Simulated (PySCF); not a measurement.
Harmonic spectrum computed at PBE0 in the def2-TZVP basis family (core potentials from Rb on, PySCF, no spin–orbit coupling):

| symmetry | ω (cm⁻¹) | IR (km/mol) |
| --- | --- | --- |
| a' | 305 | 39.6 |
| a'' | 542 | 135 |
| a' | 708 | 132 |
| a' | 926 | 48.4 |
| a' | 1035 | 82.5 |
| a' | 3790 | 78.9 |

Problem. Which molecule gave it? In each, all ligands are bound to the one heavy central atom.
A. SO(OH) (doublet)
B. GeO(OH) (doublet)
C. SiO(OH) (doublet)
D. AsO(OH) (singlet)
E. SnO(OH) (doublet)

Solution. D. It has Cs symmetry with As–O 1.612 Å, As–O 1.765 Å, O–H 0.968 Å.
